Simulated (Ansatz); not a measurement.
Total energies of C2H5ClF2Si, SMILES `C[SiH2]C(F)(F)Cl`.

```xyz
11

C     1.374    0.877    0.130
Si   -0.013    0.032   -0.778
C    -1.180   -0.786    0.521
F    -1.696    0.124    1.375
F    -0.529   -1.693    1.279
Cl   -2.538   -1.616   -0.282
H     0.985    1.646    0.800
H     1.942    0.157    0.723
H     2.059    1.353   -0.576
H     0.457   -1.070   -1.650
H    -0.860    0.978   -1.543
```

Charge 0, multiplicity 1. The structure was optimised at the PBE0-D4/def2-TZVP level. It is one conformer, not always the lowest. Basis def2-TZVPP, Ansatz 0.2.0.

RPA on PBE orbitals: Hartree–Fock energy of these orbitals -1026.01835 Eh, correlation -1.84992 Eh (frozen core).

```csv
functional,energy without D4 (Eh),D4 term (kJ/mol)
BHLYP,-1028.62260,-30.6
ωB97M-V,-1028.61770,–
```

Task: Give the same for LDA (SPW92), PBE, revPBE, BLYP, r2SCAN, B97M-V, PBE0, B3LYP, r2SCANh, r2SCAN0, HSE06 (plane-wave form), CAM-B3LYP, LC-ωPBE, ωB97X-V, B2PLYP, PBE-QIDH. (Best estimate.)

Result: Ansatz gave: 
| functional | energy without D4 (Eh) | D4 term (kJ/mol) |
| --- | --- | --- |
| LDA (SPW92) | -1024.09987 | – |
| PBE | -1028.11614 | -24.9 |
| revPBE | -1028.50942 | -75.1 |
| BLYP | -1028.68424 | -54.7 |
| r2SCAN | -1028.56491 | -6.2 |
| B97M-V | -1028.48355 | – |
| PBE0 | -1028.18953 | -21.1 |
| B3LYP | -1028.78644 | -40.2 |
| r2SCANh | -1028.54677 | -6.6 |
| r2SCAN0 | -1028.52119 | -7.2 |
| HSE06 (plane-wave form) | -1028.16269 | -19.6 |
| CAM-B3LYP | -1028.68047 | -21.4 |
| LC-ωPBE | -1028.37663 | – |
| ωB97X-V | -1028.54813 | – |
| B2PLYP | -1028.31746 | – |
| PBE-QIDH | -1027.98517 | – |

B3LYP takes the VWN-RPA correlation (the form of Gaussian; ORCA's B3LYP/G). HSE06 is the plane-wave form, built on full-range PBE exchange. The double hybrids freeze the cores in their second-order part.

LC-ωPBE has ω = 0.4 bohr⁻¹.
